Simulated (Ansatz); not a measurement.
The inner images of a band of C₂H₄NSi (8 atoms, charge -1, multiplicity 1) are given out of order.

The calculation used Ansatz, RKS PBE0-D4/cc-pVDZ.

Initial state:

```xyz
8
Properties=species:S:1:pos:R:3
N 1.001 1.230 0.000
C -0.087 1.298 -0.621
C -0.256 0.317 0.437
Si -0.488 -1.598 0.137
H -0.476 1.811 -1.513
H -0.737 0.728 1.347
H 0.543 -1.695 -1.023
H 0.500 -2.091 1.236
```

Final state:

```xyz
8
Properties=species:S:1:pos:R:3
N 0.441 0.961 -1.825
C -0.359 1.128 -0.874
C -0.441 0.252 0.323
Si 0.594 -1.135 0.540
H -1.146 1.978 -0.782
H -1.181 0.470 1.121
H 1.681 -1.710 -0.303
H 0.413 -1.942 1.800
```

Q: Put them in order from the first end to the last, with their energies above the first end.
A.
```xyz
8
Properties=species:S:1:pos:R:3
N 1.029 1.556 -0.840
C -0.190 1.306 -0.718
C -0.324 0.227 0.272
Si -0.092 -1.578 0.237
H -1.078 1.907 -1.086
H -0.801 0.569 1.217
H 1.049 -1.964 -0.696
H 0.408 -2.024 1.615
```
B.
```xyz
8
Properties=species:S:1:pos:R:3
N 0.954 1.275 -0.185
C -0.213 1.335 -0.646
C -0.207 0.305 0.376
Si -0.402 -1.616 0.065
H -0.743 1.882 -1.440
H -0.577 0.658 1.358
H 0.827 -1.773 -0.874
H 0.360 -2.066 1.348
```
C.
```xyz
8
Properties=species:S:1:pos:R:3
N 0.928 1.485 -1.257
C -0.205 1.273 -0.766
C -0.374 0.226 0.282
Si 0.127 -1.474 0.348
H -1.147 1.912 -0.922
H -0.982 0.539 1.158
H 1.215 -1.953 -0.579
H 0.438 -2.007 1.735
```
D.
```xyz
8
Properties=species:S:1:pos:R:3
N 0.726 1.275 -1.588
C -0.259 1.211 -0.816
C -0.400 0.257 0.320
Si 0.417 -1.279 0.464
H -1.194 1.902 -0.839
H -1.120 0.501 1.127
H 1.433 -1.871 -0.456
H 0.396 -1.996 1.788
```
E.
```xyz
8
Properties=species:S:1:pos:R:3
N 0.983 1.416 -0.444
C -0.244 1.344 -0.691
C -0.201 0.277 0.269
Si -0.273 -1.648 0.105
H -0.976 1.971 -1.232
H -0.612 0.602 1.251
H 0.988 -1.933 -0.745
H 0.335 -2.029 1.488
```

A: B (+0.02 eV), E (+0.27 eV), A (+0.65 eV), C (+0.74 eV), D (+0.67 eV).

The run took 63 s on 1 thread of AMD EPYC 9R45 (Zen 5), on a shared host, peak memory 0.17 GiB.
